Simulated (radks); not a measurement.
Results of a calculation; reference values are marked as such.
Species: the boron ion B+. Configuration: [He] 2s1.5 3d0.5 (fractional occupations, a model configuration).

Level of theory: scalar-relativistic Kohn-Sham, AM05, spin-polarised, spherical densities, finite nucleus; open shells are filled with parallel spins first; Fermi nuclear charge, rms radius 2.406 fm (a radial shooting solver on a logarithmic mesh with Libxc functionals).

Energy parts (eV):
part                     energy
total                  -647.292
kinetic                 644.121
electron-nucleus      -1446.493
Hartree                 242.582
exchange-correlation    -87.502

Orbitals (lengths in bohr, moments of r in powers of bohr):
| orbital | occ. | eigenvalue (eV) | <1/r> |
|---|---|---|---|
| 1s up | 1 | -197.5818 | 4.639 |
| 1s down | 1 | -197.3061 | 4.637 |
| 2s up | 1 | -23.0163 | 0.8350 |
| 2s down | 0.5 | -21.7255 | 0.8254 |
| 3d up | 0.5 | -3.7481 | 0.2160 |

The highest occupied level is 3d up at -3.748 eV. Spin moment in Bohr magnetons: 1.
